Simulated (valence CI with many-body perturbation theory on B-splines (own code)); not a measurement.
Questions on La XXXVI

Computed by relativistic CI+MBPT: four valence electrons over a frozen Dirac-Fock core [Ar], radial functions for each j: 7 s, 7 p, 8 d, 6 f, 4 g, 1 h, with the one-electron correlation potential Σ1, the two-electron term Σ2, the three-electron term Σ3, Breit, model QED; selected CI, second order for the rest, scaled by the run's own slope (own B-spline code, finite nucleus).

The last digits are not significant, and no measured levels were compared; by estimate large intervals hold to a few tenths of a per cent, small ones and those within an open d or f shell to about a per cent. Only levels of the ground parity were solved; by the run's estimate the other parity begins above the list, which can be wrong where configurations are misplaced.

Levels are named by their leading jj configuration (3d3/2^4 stands for four electrons in 3d with j = 3/2), which in mixed levels can hold well under half, so a name can repeat and another be missing.

Rates and lifetimes use the calculated energies. Strong lines usually hold to 10 to 20 %, long lifetimes can be off by a factor of two.

What is the ground level?

(3d3/2^4) J=0, composition 54 % 3d⁴ ³P + 37 % 3d⁴ ⁵D + 10 % 3d⁴ ¹S.

What is the ionisation energy?

2376.9 eV; NIST lists 2377 ± 5 eV (theoretical).

How well does LS coupling describe the low levels?

Among the lowest 20 levels the leading LS term, summed over configurations, holds 51 % on average. For single configurations the figures are 51 % in LS and 85 % in jj coupling. Terms mix most in the J = 4 level at 186890 cm⁻¹, where the leading one holds 31 %.
